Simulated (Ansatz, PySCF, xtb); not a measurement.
Reaction (SMILES): COC=O [methyl formate] + 4 [H][H] (H2) -> 2 C (CH4) + 2 O (H2O)
Geometries: B3LYP-D3(BJ)/def2-TZVP minima from Ansatz (a program for electronic structure), one conformer each, not searched for the lowest.
Geometry of the first species:
SMILES: COC=O
```xyz
8

C     -0.9314    -0.0909     0.0015
O     -0.7248    -1.2718    -0.0191
O      0.0010     0.8677     0.0146
H     -1.9259     0.3745     0.0125
C      1.3667     0.4114     0.0025
H      1.9749     1.3108     0.0157
H      1.5676    -0.2028     0.8792
H      1.5619    -0.1729    -0.8956
```
Charge 0, spin multiplicity 1.

Quantity: energy of full hydrogenation (0 K, with B3LYP-D3(BJ) harmonic zero-point energies from PySCF), in kcal/mol. Cores are frozen in the correlated levels unless marked. Spin-orbit coupling is left out. Non-relativistic. CBS marks a two-point X^-3 extrapolation of the correlation energy; Hartree-Fock from the larger set. The bracket is a focal-point correction in the basis named.

```json
[
 {"level": "GFN2-xTB", "program": "xtb", "energy of full hydrogenation (kcal/mol)": "-56.5"},
 {"level": "HF/6-31G*", "program": "Ansatz", "energy of full hydrogenation (kcal/mol)": "-54.4"},
 {"level": "HF/cc-pVDZ", "program": "Ansatz", "energy of full hydrogenation (kcal/mol)": "-62.7"},
 {"level": "BLYP-D3(BJ)/def2-TZVPD", "program": "Ansatz + dftd3", "energy of full hydrogenation (kcal/mol)": "-51.2"},
 {"level": "BLYP-D4/def2-TZVPD", "program": "Ansatz + dftd4", "energy of full hydrogenation (kcal/mol)": "-50.3"},
 {"level": "revPBE/def2-TZVPD", "program": "Ansatz", "energy of full hydrogenation (kcal/mol)": "-55.8"},
 {"level": "PBE0-D3(BJ)/def2-TZVP", "program": "Ansatz + dftd3", "energy of full hydrogenation (kcal/mol)": "-60.0"},
 {"level": "PBE0/def2-TZVP", "program": "Ansatz", "energy of full hydrogenation (kcal/mol)": "-60.8"},
 {"level": "HSE06-D4/def2-TZVPD", "program": "Ansatz + dftd4", "energy of full hydrogenation (kcal/mol)": "-63.5"},
 {"level": "CAM-B3LYP-D4/def2-TZVPD", "program": "Ansatz + dftd4", "energy of full hydrogenation (kcal/mol)": "-60.4"},
 {"level": "LC-wPBE-D4/def2-TZVPD", "program": "Ansatz + dftd4", "energy of full hydrogenation (kcal/mol)": "-63.9"},
 {"level": "wB97M-V/def2-TZVPD", "program": "Ansatz", "energy of full hydrogenation (kcal/mol)": "-60.9"},
 {"level": "B2PLYP-D4/def2-TZVPD", "program": "Ansatz + dftd4", "energy of full hydrogenation (kcal/mol)": "-57.7"},
 {"level": "PBE-QIDH/def2-TZVPD", "program": "Ansatz", "energy of full hydrogenation (kcal/mol)": "-64.4"},
 {"level": "MP2/STO-3G", "program": "Ansatz", "energy of full hydrogenation (kcal/mol)": "-9.0"},
 {"level": "MP2/aug-cc-pVDZ", "program": "Ansatz", "energy of full hydrogenation (kcal/mol)": "-67.8"},
 {"level": "SCS-MP2/6-31G", "program": "Ansatz", "energy of full hydrogenation (kcal/mol)": "-51.9"},
 {"level": "CCSD/6-31G", "program": "Ansatz", "energy of full hydrogenation (kcal/mol)": "-51.6"},
 {"level": "CCSD/6-31G*", "program": "Ansatz", "energy of full hydrogenation (kcal/mol)": "-39.2"},
 {"level": "CCSD/cc-pVDZ", "program": "Ansatz", "energy of full hydrogenation (kcal/mol)": "-55.7"},
 {"level": "RI-MP2/CBS(aug-cc-pVTZ,aug-cc-pVQZ)+[CCSD(T)-MP2]/aug-cc-pVTZ", "program": "Ansatz", "energy of full hydrogenation (kcal/mol)": "-63.8"}
]
```
